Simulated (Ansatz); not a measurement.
The cluster K3Na3⁻. The state is a doublet with charge -1. Geometry r2SCAN/def2-SVPD; atoms count from 1.

```csv
atom,x (Å),y (Å),z (Å)
Na1,2.3188,-1.0831,2.2664
Na2,-0.5402,0.9025,1.5855
Na3,-3.1915,-1.1488,0.4268
K4,2.5974,1.7861,-0.8980
K5,0.3901,-2.1931,-1.0896
K6,-1.5746,1.7364,-2.2910
```

The geometry of the doublet was relaxed on an unsound state (⟨S²⟩ 1.20, where a pure state has 0.75). The structure comes from a short search, and lower isomers may exist.

Q: Estimate the Mulliken populations from the PBE0/def2-TZVPD orbitals of Ansatz.

A: 
```csv
atom,charge (e),spin (α − β)
Na1,-0.27,0.08
Na2,-0.16,0.41
Na3,-0.27,0.08
K4,-0.10,-0.06
K5,-0.10,0.56
K6,-0.10,-0.06
```
Mulliken values and Mayer orders depend strongly on the basis. With diffuse functions, as here, like atoms can get unlike values, and bond orders can come out too low or too high.

Q: Where does the spin sit?

A: Summed by element: Na 0.57, K 0.43, of 1 unpaired in all. Largest on single atoms: K5 0.56, Na2 0.41, Na3 0.08.

Q: And the Mayer bond orders between bonded heavy atoms (over 0.3)?

A: Na1–Na2 0.40 (3.55 Å); Na1–K5 0.34 (4.03 Å); Na2–Na3 0.40 (3.55 Å); Na3–K5 0.34 (4.03 Å); K4–K6 0.49 (4.40 Å).
